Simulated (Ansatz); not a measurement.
Cost and result for the atomization energy of C8H18O, SMILES `CCCCOC(C)(C)C` (27 atoms, 26 bonds).

```json
{"atom": "C1", "x (Å)": "0.066", "y (Å)": "0.040", "z (Å)": "-3.915"}
{"atom": "C2", "x (Å)": "-0.092", "y (Å)": "-0.305", "z (Å)": "-2.445"}
{"atom": "C3", "x (Å)": "1.175", "y (Å)": "-0.056", "z (Å)": "-1.644"}
{"atom": "C4", "x (Å)": "1.033", "y (Å)": "-0.381", "z (Å)": "-0.174"}
{"atom": "O5", "x (Å)": "0.094", "y (Å)": "0.504", "z (Å)": "0.384"}
{"atom": "C6", "x (Å)": "-0.374", "y (Å)": "0.234", "z (Å)": "1.704"}
{"atom": "C7", "x (Å)": "0.783", "y (Å)": "0.105", "z (Å)": "2.688"}
{"atom": "C8", "x (Å)": "-1.218", "y (Å)": "1.450", "z (Å)": "2.047"}
{"atom": "C9", "x (Å)": "-1.240", "y (Å)": "-1.021", "z (Å)": "1.721"}
{"atom": "H10", "x (Å)": "-0.854", "y (Å)": "-0.149", "z (Å)": "-4.474"}
{"atom": "H11", "x (Å)": "0.322", "y (Å)": "1.095", "z (Å)": "-4.046"}
{"atom": "H12", "x (Å)": "0.862", "y (Å)": "-0.550", "z (Å)": "-4.379"}
{"atom": "H13", "x (Å)": "-0.379", "y (Å)": "-1.358", "z (Å)": "-2.341"}
{"atom": "H14", "x (Å)": "-0.906", "y (Å)": "0.280", "z (Å)": "-2.009"}
{"atom": "H15", "x (Å)": "1.997", "y (Å)": "-0.656", "z (Å)": "-2.050"}
{"atom": "H16", "x (Å)": "1.474", "y (Å)": "0.994", "z (Å)": "-1.742"}
{"atom": "H17", "x (Å)": "0.711", "y (Å)": "-1.426", "z (Å)": "-0.059"}
{"atom": "H18", "x (Å)": "2.007", "y (Å)": "-0.280", "z (Å)": "0.325"}
{"atom": "H19", "x (Å)": "1.382", "y (Å)": "-0.788", "z (Å)": "2.496"}
{"atom": "H20", "x (Å)": "0.401", "y (Å)": "0.033", "z (Å)": "3.708"}
{"atom": "H21", "x (Å)": "1.434", "y (Å)": "0.980", "z (Å)": "2.626"}
{"atom": "H22", "x (Å)": "-2.024", "y (Å)": "1.564", "z (Å)": "1.319"}
{"atom": "H23", "x (Å)": "-1.657", "y (Å)": "1.350", "z (Å)": "3.042"}
{"atom": "H24", "x (Å)": "-0.605", "y (Å)": "2.353", "z (Å)": "2.023"}
{"atom": "H25", "x (Å)": "-2.040", "y (Å)": "-0.935", "z (Å)": "0.984"}
{"atom": "H26", "x (Å)": "-0.661", "y (Å)": "-1.920", "z (Å)": "1.501"}
{"atom": "H27", "x (Å)": "-1.691", "y (Å)": "-1.156", "z (Å)": "2.707"}
```

The species carries charge 0 and has multiplicity 1. All single points use the PBE0-D4/def2-TZVP geometry. It is one conformer, not always the lowest. Program: Ansatz. All runs use 4 threads of an AMD EPYC 7R13 on a shared host and a share of an NVIDIA H100 80 GB. Times are those of one run each, without the atoms' runs, and a repeat can differ threefold. Electronic energies, without spin–orbit coupling; frozen cores. CCSD(T)/CBS adds CCSD(T) − MP2 in def2-TZVPP to the MP2 limit, and its time is that of the two runs behind it. T1 = 0.010. B3LYP takes the VWN-RPA correlation (the form of Gaussian; ORCA's B3LYP/G).

CCSD(T)/CBS is a level of theory with its own doubt, some kJ/mol a heavy atom from the limit and from the frozen cores, so smaller differences don't rank the functionals.

```
                            level  functions  wall time  atomization (kcal/mol)  difference from CCSD(T)/CBS  per bond
               BLYP-D4/def2-TZVPP        531      2.9 s                  2561.7                        -13.8      -0.5
B3LYP-D4/def2-TZVPP (with forces)        531      3.5 s                  2575.9                          0.4       0.0
                 CCSD(T)/def2-SVP        216      3.9 s                  2482.3                        -93.2      -3.6
              PBE-QIDH/def2-TZVPP        531      4.4 s                  2572.1                         -3.4      -0.1
             revPBE-D4/def2-TZVPP        531      4.9 s                  2567.3                         -8.2      -0.3
  PBE-D4/def2-TZVPP (with forces)        531      4.9 s                  2622.0                         46.5       1.8
           LDA (SPW92)/def2-TZVPP        531        5 s                  2928.2                        352.7      13.6
               PBE0-D4/def2-TZVPP        531      5.5 s                  2591.6                         16.1       0.6
               ωB97X-V/def2-TZVPP        531      5.5 s                  2579.2                          3.7       0.1
 ωB97M-V/def2-TZVPP (with forces)        531      6.5 s                  2582.3                          6.8       0.3
                   MP2/def2-QZVPP       1053        9 s                  2579.0                          3.5       0.1
               CCSD(T)/def2-TZVPP        531       51 s                  2521.9                        -53.6      -2.1
                CCSD(T)/CBS(def2)          –       60 s                  2575.5                          0.0       0.0
```

Leaving LDA and LC-ωPBE aside and taking each functional with its dispersion term where it has one, the values, not all of them listed here, spread over 104.2 kcal/mol, from BHLYP-D4 to PBE-D4. LDA lies +320.3 kcal/mol from PBE without D4, its usual overbinding. From r2SCAN to r2SCAN0 (25 % exact exchange), in def2-TZVPP and without D4, the atomization energy moves by −24.1 kcal/mol: exact exchange takes away binding that semilocal exchange gives to molecules. At CCSD(T), def2-SVP lies −93.2 kcal/mol from the extrapolated value and def2-TZVPP −53.6 kcal/mol: correlation converges slowly with the basis, and small sets miss more of it in the bonded molecule than in its fragments.
